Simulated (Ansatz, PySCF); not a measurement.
The pair A = AsH3 (SMILES [AsH3]) (first 4 atoms), B = H2 (SMILES [H][H]); geometry from B3LYP-D3(BJ)/def2-TZVP.
(charge 0, multiplicity 1):
| atom | x (Å) | y (Å) | z (Å) |
|---|---|---|---|
| As | -0.0165 | -0.2010 | -0.2460 |
| H | -1.1329 | 0.5247 | 0.4977 |
| H | 1.0546 | 0.4267 | 0.6398 |
| H | -0.1302 | -1.4201 | 0.6633 |
| H | -0.2429 | 0.0484 | 4.0511 |
| H | -0.2119 | 0.0099 | 3.3084 |

Cores are frozen in the correlated methods. Filled d and f shells under p-block atoms count as core. Rows in 6-31G* carry no dispersion term and start afresh at each structure (6-31G* with six Cartesian d functions); the Pople sets are all-electron and without relativity.

Run with Ansatz (a program for electronic structure); PySCF for 6-31G* rows. 

Total energies (hartree), monomers frozen at their geometry in the pair:

```tsv
structure	HF/6-31G*	PBE/def2-TZVPPD	CCSD(T)/aug-cc-pVDZ
AB	-2236.7559997	-2238.4845002	-2237.2294549
A in the pair's basis	-2235.6297523	-2237.3180143	-2236.0643476
B in the pair's basis	-1.1267195	-1.1661357	-1.1648264
A	-2235.6296850	-2237.3179397	-2236.0640028
B	-1.1266786	-1.1661291	-1.1647012
```

Task: Work out the interaction energy without and with the counterpoise correction, and the superposition error, for each level.

Result: 
E(AB) − E(A) − E(B), times 627.509 kcal/mol, with the monomers in their own basis and then in the pair's basis:
- HF/6-31G*: 0.23 uncorrected, 0.30 corrected; the monomers gain 0.07 kcal/mol from borrowed functions
- PBE/def2-TZVPPD: -0.27 uncorrected, -0.22 corrected; the monomers gain 0.05 kcal/mol from borrowed functions
- CCSD(T)/aug-cc-pVDZ: -0.47 uncorrected, -0.18 corrected; the monomers gain 0.29 kcal/mol from borrowed functions
